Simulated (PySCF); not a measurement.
Constitutional and geometric isomers with formula C2H6Si. Isolated molecules, 0 K electronic values unless said otherwise. Strings in code marks are SMILES.

Level of theory: B3LYP-D3(BJ)/def2-TZVP run with PySCF. All candidates: neutral, multiplicity 1. B3LYP has the VWN-RPA correlation part, as in Gaussian. 

| Property | Result |
|---|---|
| dipole moment | 0.05 D |
| HOMO | -6.73 eV |
| HOMO–LUMO gap | 6.80 eV |

**Question.** Name which member has these values.
(A) `C=C[SiH3]`
(B) `C=[SiH]C`
(C) `CC=[SiH2]`
(D) `C1C[SiH2]1`

**Answer.** D, `C1C[SiH2]1`. The others give `C=C[SiH3]`: 0.73 D, -7.76 eV, 7.07 eV; `CC=[SiH2]`: 0.20 D, -5.96 eV, 4.75 eV; `C=[SiH]C`: 1.67 D, -6.02 eV, 5.18 eV
